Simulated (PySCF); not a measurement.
Cl₃Ti, quartet, at a GFN2-xTB geometry of the parent state (such geometries of metal compounds can be far from the true shape) (another spin typed on purpose, not shown lowest); PySCF with B3LYP/3-21G.

Input for PySCF:
```python
from pyscf import gto, scf, dft

mol = gto.M(
    atom='''
Ti   -0.073133   -0.258946   -0.179570
Cl    2.026252   -0.119807   -0.401070
Cl   -0.745366   -0.825146    1.744841
Cl   -1.186243    1.280060   -1.111387
''',
    basis='3-21g',
    charge=0,
    spin=3,
    verbose=4,
)

mf = dft.UKS(mol)
mf.xc = 'b3lyp'
mf.kernel()
```

**Question.** Write the output that PySCF gives for this input, abridged.

**Answer.** 
```
PySCF version 2.14.0

[INPUT] verbose = 4
[INPUT] num. atoms = 4
[INPUT] num. electrons = 73
[INPUT] charge = 0
[INPUT] spin (= nelec alpha-beta = 2S) = 3
[INPUT] symmetry False subgroup None
[INPUT] Mole.unit = angstrom
[INPUT] Symbol           X                Y                Z      unit          X                Y                Z       unit  Magmom
[...]
nuclear repulsion = 408.960952683443
number of shells = 32
number of NR pGTOs = 135
number of NR cGTOs = 66
basis = 3-21g
ecp = {}

******** <class 'pyscf.dft.uks.UKS'> ********
method = UKS
initial guess = minao
damping factor = 0
level_shift factor = 0
DIIS = <class 'pyscf.scf.diis.CDIIS'>
diis_start_cycle = 1
diis_space = 8
diis_damp = 0
SCF conv_tol = 1e-09
SCF conv_tol_grad = None
SCF max_cycles = 50
direct_scf = True
direct_scf_tol = 1e-13
number electrons alpha = 38  beta = 35
XC library pyscf.dft.libxc version 7.1.2
    S. Lehtola, C. Steigemann, M. J. T. Oliveira, and M. A. L. Marques,  SoftwareX 7, 1–5 (2018)
XC functionals = b3lyp
    P. J. Stephens, F. J. Devlin, C. F. Chabalowski, and M. J. Frisch,  J. Phys. Chem. 98, 11623 (1994)
radial grids:
    Treutler-Ahlrichs [JCP 102, 346 (1995); DOI:10.1063/1.469408] (M4) radial grids

becke partition: Becke, JCP 88, 2547 (1988); DOI:10.1063/1.454033
pruning grids: <function nwchem_prune>
grids dens level: 3
symmetrized grids: False
atomic radii adjust function: <function treutler_atomic_radii_adjust>
small_rho_cutoff = 0
Set gradient conv threshold to 3.16228e-05
tot grids = 77544
init E= -2218.37405780354

cycle= 1 E= -2219.30890835338  delta_E= -0.935  |g|= 0.16  |ddm|= 1.86

cycle= 2 E= -2219.31158609417  delta_E= -0.00268  |g|= 0.144  |ddm|= 0.494

cycle= 3 E= -2219.32303317442  delta_E= -0.0114  |g|= 0.0823  |ddm|= 0.372

cycle= 4 E= -2219.32753068038  delta_E= -0.0045  |g|= 0.0308  |ddm|= 0.147

cycle= 5 E= -2219.32820706109  delta_E= -0.000676  |g|= 0.0177  |ddm|= 0.0737

cycle= 6 E= -2219.32858000538  delta_E= -0.000373  |g|= 0.00515  |ddm|= 0.046

cycle= 7 E= -2219.32869323079  delta_E= -0.000113  |g|= 0.00791  |ddm|= 0.0492

cycle= 8 E= -2219.32877551089  delta_E= -8.23e-05  |g|= 0.00207  |ddm|= 0.0256

cycle= 9 E= -2219.32880008154  delta_E= -2.46e-05  |g|= 0.000769  |ddm|= 0.0259

cycle= 10 E= -2219.3288032728  delta_E= -3.19e-06  |g|= 0.000453  |ddm|= 0.00738

cycle= 11 E= -2219.3288050059  delta_E= -1.73e-06  |g|= 0.000331  |ddm|= 0.00393

cycle= 12 E= -2219.32880657894  delta_E= -1.57e-06  |g|= 0.000281  |ddm|= 0.0042

[...]

cycle= 22 E= -2219.32881304243  delta_E= -1.28e-07  |g|= 4.71e-05  |ddm|= 0.00202

cycle= 23 E= -2219.32881313751  delta_E= -9.51e-08  |g|= 4.59e-05  |ddm|= 0.00157

cycle= 24 E= -2219.32881320142  delta_E= -6.39e-08  |g|= 4.52e-05  |ddm|= 0.00105

cycle= 25 E= -2219.32881324174  delta_E= -4.03e-08  |g|= 4.46e-05  |ddm|= 0.000639

cycle= 26 E= -2219.32881329916  delta_E= -5.74e-08  |g|= 4.46e-05  |ddm|= 0.000882

cycle= 27 E= -2219.32881341306  delta_E= -1.14e-07  |g|= 4.4e-05  |ddm|= 0.00173

cycle= 28 E= -2219.32881354565  delta_E= -1.33e-07  |g|= 4.42e-05  |ddm|= 0.00201

cycle= 29 E= -2219.32881366907  delta_E= -1.23e-07  |g|= 4.38e-05  |ddm|= 0.0019

cycle= 30 E= -2219.32881376001  delta_E= -9.09e-08  |g|= 4.38e-05  |ddm|= 0.00139

cycle= 31 E= -2219.32881379207  delta_E= -3.21e-08  |g|= 4.37e-05  |ddm|= 0.000492

cycle= 32 E= -2219.32881393355  delta_E= -1.41e-07  |g|= 4.37e-05  |ddm|= 0.00217

cycle= 33 E= -2219.32881411451  delta_E= -1.81e-07  |g|= 4.36e-05  |ddm|= 0.00277

cycle= 34 E= -2219.32881431923  delta_E= -2.05e-07  |g|= 4.35e-05  |ddm|= 0.00314

cycle= 35 E= -2219.32881510712  delta_E= -7.88e-07  |g|= 4.43e-05  |ddm|= 0.0122

cycle= 36 E= -2219.32881513411  delta_E= -2.7e-08  |g|= 4.42e-05  |ddm|= 0.00042

cycle= 37 E= -2219.32881513612  delta_E= -2.01e-09  |g|= 4.36e-05  |ddm|= 8.96e-05

cycle= 38 E= -2219.32881607101  delta_E= -9.35e-07  |g|= 5.67e-05  |ddm|= 0.0147

cycle= 39 E= -2219.32881598144  delta_E= 8.96e-08  |g|= 5.3e-05  |ddm|= 0.00143

cycle= 40 E= -2219.32881617134  delta_E= -1.9e-07  |g|= 6.41e-05  |ddm|= 0.00306

cycle= 41 E= -2219.32881584211  delta_E= 3.29e-07  |g|= 5.2e-05  |ddm|= 0.00526

cycle= 42 E= -2219.32881542272  delta_E= 4.19e-07  |g|= 4.35e-05  |ddm|= 0.00662

cycle= 43 E= -2219.32881536589  delta_E= 5.68e-08  |g|= 4.29e-05  |ddm|= 0.000904

cycle= 44 E= -2219.32881596162  delta_E= -5.96e-07  |g|= 4.34e-05  |ddm|= 0.0094

cycle= 45 E= -2219.32881626475  delta_E= -3.03e-07  |g|= 4.27e-05  |ddm|= 0.00482

cycle= 46 E= -2219.32881617766  delta_E= 8.71e-08  |g|= 4.36e-05  |ddm|= 0.0014

cycle= 47 E= -2219.32881660594  delta_E= -4.28e-07  |g|= 4.51e-05  |ddm|= 0.00686

cycle= 48 E= -2219.32881655681  delta_E= 4.91e-08  |g|= 4.34e-05  |ddm|= 0.00086

cycle= 49 E= -2219.32881849281  delta_E= -1.94e-06  |g|= 0.000106  |ddm|= 0.0323

cycle= 50 E= -2219.32881799061  delta_E= 5.02e-07  |g|= 4.26e-05  |ddm|= 0.00875
SCF not converged.
SCF energy = -2219.32881799061 after 50 cycles  <S^2> = 3.7542368  2S+1 = 4.0021178
```

Convergence was not reached.
